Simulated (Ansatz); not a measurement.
Consider the cleavage of the B–B bond: `BBN` + `NB(O)Cl` → `BOB(N)Cl` + `BN`.

Isolated molecules relaxed with PBE0-D4/def2-TZVP in Ansatz; ΔE leaves out vibrations. CBS: MP2 limit from def2 TZ/QZ plus the TZ coupled-cluster correction, frozen cores. This one scheme is used for every species. One conformer a species, not always the lowest.

```tsv
species	CCSD(T)/CBS(def2) energy (Eh)
`BBN`	-107.29684
`NB(O)Cl`	-616.40523
`BOB(N)Cl`	-641.82248
`BN`	-81.93499
```

(1) Work out ΔE.

Largest T1 diagnostic among the species: 0.013.

Results:

(1) ΔE = (-641.82248) + (-81.93499) − (-107.29684) − (-616.40523) = -0.05540 Eh = -145.5 kJ/mol.

From BLYP to BHLYP (50 % exact exchange), in def2-TZVPP and without D4, ΔE moves by −6.6 kJ/mol. At CCSD(T), def2-SVP lies −16.7 kJ/mol from the extrapolated value and def2-TZVPP −1.5 kJ/mol. Leaving LDA and LC-ωPBE aside and taking each functional with its dispersion term where it has one, the values, not all of them listed here, spread over 18.6 kJ/mol, from BHLYP-D4 to revPBE-D4. LDA lies −6.9 kJ/mol from PBE without D4.
